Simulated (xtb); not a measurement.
trichloro(fluoro)methane (CCl3F), SMILES ClC(F)(Cl)Cl. All values are semi-empirical tight-binding results from xtb (GFN2-xTB unless named), good for trends rather than for accurate numbers. Coordinates come from a GFN2-xTB optimisation.

| Item | Result |
|---|---|
| point group as xtb finds it | C3v |
| orbital gap | 5.48 eV |
| dipole moment | 0.64 D |
| zero-point energy | 6.1 kcal/mol |
| G − E(el) at 298.15 K (modified RRHO) | -12.3 kcal/mol |
| static polarisability (D4 model) | 56.4 bohr³ |
| solvation energy, GFN2-xTB/ALPB(water) | 0.5 kcal/mol |
| solvation energy, GFN2-xTB/ALPB(ether) | -3.0 kcal/mol |
